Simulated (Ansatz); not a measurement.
A nudged elastic band was laid between two geometries of BF2 + FH (5 atoms, charge 0, multiplicity 2).

All numbers below come from UKS B3LYP/def2-SVP (Ansatz 0.2.0).

| Property | Result |
| --- | --- |
| movable images | 9 |
| climbing image | yes |
| spring | 5.0 eV/Å² |
| optimiser | quadratic models (default) |
| start path | through a guess of the saddle point |
| force threshold | 0.03 eV/Å |
| iteration limit | 60 |
| end points | relaxed |

First end point:

```xyz
5
Properties=species:S:1:pos:R:3
B 0.001 -0.314 -0.273
H 0.004 -0.511 2.309
F 1.141 0.237 -0.623
F -1.144 0.225 -0.623
F -0.002 0.363 1.990
```

Last end point:

```xyz
5
Properties=species:S:1:pos:R:3
B -0.003 0.446 -0.213
H -0.001 0.217 2.373
F 1.142 -0.030 -0.646
F -1.143 -0.043 -0.645
F 0.004 -0.590 1.911
```

(1) What changes between the two ends?

(2) What energy profile does the band end with?

(3) What is the geometry of the highest image?

(4) What are the harmonic wavenumbers there?

## Answers

(1) No bond is made or broken.  The two ends are copies of one structure, up to a mirror image or an exchange of like atoms.

(2) The run converged. The highest image is number 5 of 0 to 10, 0.069 eV above the ends, which have the same energy within 2 meV. A vibrational analysis at the climbing image gives one clearly imaginary mode, 97i cm⁻¹: a first-order saddle point.

| image | path coordinate (Å) | energy (eV) |
| --- | --- | --- |
| 0 | 0.00 | 0.000 |
| 1 | 0.29 | 0.012 |
| 2 | 0.58 | 0.031 |
| 3 | 0.87 | 0.049 |
| 4 | 1.15 | 0.063 |
| 5 | 1.44 | 0.069 |
| 6 | 1.73 | 0.063 |
| 7 | 2.02 | 0.049 |
| 8 | 2.31 | 0.030 |
| 9 | 2.59 | 0.012 |
| 10 | 2.88 | 0.000 |

(3) 
```xyz
5
Properties=species:S:1:pos:R:3
B -0.101 0.001 -0.192
H -0.227 -0.001 1.910
F 1.134 0.006 -0.604
F -1.119 -0.002 -1.011
F 0.313 -0.004 2.676
```

(4) 97i, 61, 124, 361, 395, 536, 1179, 1490, 3743 cm⁻¹.

Run time: 8.1 min on 1 thread of Intel(R) Xeon(R) Platinum 8488C (Sapphire Rapids), with other jobs on the host, peak memory 0.16 GiB.
